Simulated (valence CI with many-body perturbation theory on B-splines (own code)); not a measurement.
# Xe5+: electric-dipole lines

Level of theory: configuration interaction combined with many-body perturbation theory (CI+MBPT): three valence electrons over a frozen Dirac-Fock core [Kr] 4d10, radial functions for each j: 11 s, 11 p, 9 d, 7 f, 5 g, 2 h, 1 i, with the one-electron correlation potential Σ1, the two-electron term Σ2, the three-electron term Σ3, Breit, model QED; selected CI, second order for the rest, scaled by the run's own slope (own B-spline code, finite nucleus).

Against 16 measured levels this calculation errs by 304 cm⁻¹ on average and by 782 at most. These come from a selection out of Saloman, J. Phys. Chem. Ref. Data 33, 765 (2004). Levels without a partner in it may be off by more, other configurations by several thousand cm⁻¹.

Lines 101 to 150 of 234 in falling wavelength, among levels below 329960 cm⁻¹, chosen from the strongest by gf and those to the six lowest levels. Wavelengths and rates use the calculated energies, so an error of 300 cm⁻¹ moves a line at 68.54 nm by 0.21 % and its rate by three times that or more. Electric multipoles are in the length gauge, E1 and E2 with the static RPA response of the core. Weak lines are less certain than strong ones. Lines between different terms over intervals too small for the method are left out, as are lines whose strength nearly cancels. Where a level lies close to another of its J and parity, the split of strength between their lines is uncertain. The highest levels of a list are the least certain.

Names give the largest LS component (configuration and term), which can be under half, so a name can repeat, a term be missing and a line seem to break the LS rules; names also repeat where a configuration has a term twice. Letters in brackets count levels of one name in rising energy.

| λ vac (nm) | λ from measured levels | Upper | Lower | A (s⁻¹) | S (a.u.) with core polarisation | S without |
| --- | --- | --- | --- | --- | --- | --- |
| 68.86 |  | 5s5p5d ⁴P°_3/2 | 5s5p² ²P_1/2 | 1.15e+09 | 7.43e-01 | 9.29e-01 |
| 68.74 |  | 5s5p5d ²P°_3/2 [b] | 5s²5d ²D_3/2 | 2.47e+09 | 1.59e+00 | 2.07e+00 |
| 68.54 | 68.76 | 5s²6p ²P°_3/2 | 5s5p² ²D_3/2 | 9.11e+07 | 5.79e-02 | 6.09e-02 |
| 67.61 |  | 5p³ ⁴S°_3/2 [b] | 5s5p² ⁴P_1/2 | 1.12e+09 | 6.86e-01 | 9.04e-01 |
| 67.57 |  | 5s5p5d ²P°_3/2 [a] | 5s5p² ²P_3/2 | 2.40e+09 | 1.46e+00 | 1.86e+00 |
| 67.11 |  | 5s5p5d ⁴P°_5/2 | 5s5p² ²D_3/2 | 7.53e+07 | 6.74e-02 | 8.75e-02 |
| 66.93 |  | 5s5p5d ²P°_3/2 [a] | 5s5p² ²S_1/2 | 4.71e+08 | 2.79e-01 | 3.50e-01 |
| 66.56 |  | 5s5p5d ⁴D°_3/2 | 5s5p² ²D_3/2 | 6.56e+08 | 3.82e-01 | 4.77e-01 |
| 66.40 |  | 5s5p5d ⁴D°_1/2 | 5s5p² ²D_3/2 | 1.14e+06 | 3.31e-04 | 4.60e-04 |
| 65.63 |  | 5s5p5d ⁴F°_3/2 | 5s5p² ⁴P_5/2 | 8.91e+06 | 4.97e-03 | 5.90e-03 |
| 64.82 |  | 5s5p5d ²P°_1/2 [a] | 5s5p² ²P_3/2 | 6.28e+08 | 1.69e-01 | 2.07e-01 |
| 64.33 |  | 5s5p5d ⁴D°_5/2 | 5s5p² ²D_5/2 | 8.00e+08 | 6.30e-01 | 8.24e-01 |
| 64.31 |  | 5s5p5d ⁴F°_5/2 | 5s5p² ⁴P_5/2 | 3.12e+08 | 2.45e-01 | 2.99e-01 |
| 64.24 |  | 5s5p5d ²P°_1/2 [a] | 5s5p² ²S_1/2 | 1.07e+10 | 2.81e+00 | 3.47e+00 |
| 64.20 |  | 5s5p5d ⁴D°_7/2 | 5s5p² ²D_5/2 | 6.78e+08 | 7.09e-01 | 8.63e-01 |
| 63.76 |  | 5s5p5d ²F°_5/2 [b] | 5s5p² ²P_3/2 | 2.02e+08 | 1.55e-01 | 2.20e-01 |
| 63.53 |  | 5s5p5d ²F°_5/2 [a] | 5s5p² ²D_5/2 | 9.98e+08 | 7.58e-01 | 9.33e-01 |
| 63.22 | 63.29 | 5s5p² ²S_1/2 | 5s²5p ²P°_1/2 | 7.94e+08 | 1.98e-01 | 2.55e-01 |
| 63.19 |  | 5s5p5d ⁴P°_3/2 | 5s5p² ²D_5/2 | 1.23e+09 | 6.11e-01 | 7.58e-01 |
| 62.80 |  | 5s5p5d ⁴F°_3/2 | 5s5p² ⁴P_3/2 | 2.67e+08 | 1.31e-01 | 1.61e-01 |
| 62.66 | 62.85 | 5s5p² ²P_3/2 | 5s²5p ²P°_1/2 | 2.75e+09 | 1.34e+00 | 1.72e+00 |
| 62.58 |  | 5s5p5d ⁴D°_5/2 | 5s5p² ²D_3/2 | 3.80e+09 | 2.76e+00 | 3.40e+00 |
| 62.55 |  | 5p³ ²P°_3/2 | 5s5p² ⁴P_5/2 | 7.51e+07 | 3.63e-02 | 4.13e-02 |
| 62.36 |  | 5s5p5d ⁴F°_7/2 | 5s5p² ⁴P_5/2 | 1.32e+09 | 1.26e+00 | 1.51e+00 |
| 62.32 |  | 5p³ ²P°_1/2 | 5s5p² ⁴P_3/2 | 1.58e+07 | 3.78e-03 | 5.44e-03 |
| 62.12 |  | 5s5p5d ²D°_3/2 | 5s5p² ²D_3/2 | 3.67e+09 | 1.74e+00 | 2.19e+00 |
| 61.87 |  | 5s5p5d ⁴P°_1/2 | 5s5p² ²D_3/2 | 8.29e+07 | 1.94e-02 | 2.36e-02 |
| 61.83 |  | 5s5p5d ²F°_5/2 [a] | 5s5p² ²D_3/2 | 2.87e+09 | 2.01e+00 | 2.45e+00 |
| 61.59 |  | 5s5p5d ⁴F°_5/2 | 5s5p² ⁴P_3/2 | 5.74e+08 | 3.97e-01 | 4.76e-01 |
| 61.50 |  | 5s5p5d ⁴P°_3/2 | 5s5p² ²D_3/2 | 5.60e+09 | 2.57e+00 | 3.22e+00 |
| 61.30 |  | 5s5p5d ²D°_5/2 [a] | 5s5p² ²D_5/2 | 8.87e+09 | 6.05e+00 | 7.53e+00 |
| 61.07 | 61.31 | 5s²6p ²P°_3/2 | 5s5p² ⁴P_5/2 | 8.72e+07 | 3.92e-02 | 3.68e-02 |
| 61.07 |  | 5s5p5d ²P°_1/2 [b] | 5s5p² ²P_3/2 | 4.56e+09 | 1.02e+00 | 1.28e+00 |
| 60.93 |  | 5s5p6s ⁴P°_3/2 [a] | 5s5p² ²S_1/2 | 5.62e+09 | 2.51e+00 | 3.10e+00 |
| 60.85 |  | 5s5p6s ⁴P°_3/2 [b] | 5s5p² ²P_3/2 | 3.44e+09 | 1.53e+00 | 1.88e+00 |
| 60.55 |  | 5s5p5d ²P°_1/2 [b] | 5s5p² ²S_1/2 | 1.28e+09 | 2.81e-01 | 3.53e-01 |
| 60.55 | 60.73 | 5s²5d ²D_3/2 | 5s²5p ²P°_3/2 | 3.66e+09 | 1.60e+00 | 1.98e+00 |
| 60.53 |  | 5s5p5d ²D°_5/2 [b] | 5s5p² ²P_3/2 | 2.08e+10 | 1.37e+01 | 1.66e+01 |
| 60.51 | 60.79 | 5s²6p ²P°_1/2 | 5s5p² ⁴P_3/2 | 1.75e+07 | 3.82e-03 | 3.98e-03 |
| 60.45 |  | 5s5p5d ²P°_3/2 [a] | 5s5p² ²P_1/2 | 1.36e+10 | 5.94e+00 | 7.31e+00 |
| 60.34 |  | 5s5p6s ⁴P°_3/2 [b] | 5s5p² ²S_1/2 | 6.02e+09 | 2.61e+00 | 3.19e+00 |
| 60.00 |  | 5s5p5d ²P°_3/2 [b] | 5s5p² ²P_3/2 | 7.75e+09 | 3.31e+00 | 4.08e+00 |
| 59.98 |  | 5p³ ²P°_3/2 | 5s5p² ⁴P_3/2 | 1.33e+08 | 5.69e-02 | 7.63e-02 |
| 59.94 |  | 5s5p5d ⁴P°_5/2 | 5s5p² ⁴P_5/2 | 1.36e+09 | 8.64e-01 | 1.06e+00 |
| 59.88 |  | 5s5p5d ⁴F°_3/2 | 5s5p² ⁴P_1/2 | 9.17e+07 | 3.89e-02 | 4.63e-02 |
| 59.79 | 59.98 | 5s²5d ²D_5/2 | 5s²5p ²P°_3/2 | 1.47e+10 | 9.30e+00 | 1.13e+01 |
| 59.71 |  | 5s5p5d ²D°_5/2 [a] | 5s5p² ²D_3/2 | 5.57e+08 | 3.51e-01 | 4.10e-01 |
| 59.50 |  | 5s5p5d ²P°_3/2 [b] | 5s5p² ²S_1/2 | 8.62e+08 | 3.59e-01 | 4.38e-01 |
| 59.50 |  | 5s5p5d ⁴D°_3/2 | 5s5p² ⁴P_5/2 | 2.25e+08 | 9.35e-02 | 1.15e-01 |
| 59.44 |  | 5p³ ²P°_1/2 | 5s5p² ⁴P_1/2 | 1.16e+07 | 2.41e-03 | 3.11e-03 |
